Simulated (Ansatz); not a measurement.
A run of Ansatz (development build ahead of 0.2.0) on singlet Na4Cl4 at this shape:

```xyz
8

Na   -1.2485   -1.1828   -1.1938
Cl   -1.4177   -1.4514    1.4073
Cl   -1.3969    1.3877   -1.3567
Na   -1.1709    1.2182    1.2399
Cl    1.3716   -1.3818   -1.4352
Na    1.2565   -1.1949    1.2252
Na    1.2285    1.1964   -1.2559
Cl    1.4303    1.3658    1.4226
```

Its results:

```yaml
Converged: yes
Total_energy: -2485.79735 hartree
Spin_squared_of_the_determinant: 0.000
```

Which input gives this output? Name the method, the orbitals and the basis set, and write the input.

RHF in 6-31G. An unrestricted run that stays on the closed shell gives the same numbers.

```yaml
crystal:
  periodic: [false, false, false]
  atoms:
    - { symbol: Na, position_ang: [-1.24849, -1.18285, -1.19379] }
    - { symbol: Cl, position_ang: [-1.41772, -1.45145, 1.40727] }
    - { symbol: Cl, position_ang: [-1.39687, 1.38773, -1.35669] }
    - { symbol: Na, position_ang: [-1.17086, 1.21822, 1.23987] }
    - { symbol: Cl, position_ang: [1.37161, -1.38176, -1.43521] }
    - { symbol: Na, position_ang: [1.25646, -1.19487, 1.22523] }
    - { symbol: Na, position_ang: [1.22845, 1.19635, -1.25586] }
    - { symbol: Cl, position_ang: [1.43027, 1.36583, 1.42265] }
basis:
  gaussian: { orbitals: "6-31G" }
hamiltonian:
  xc: hf
```
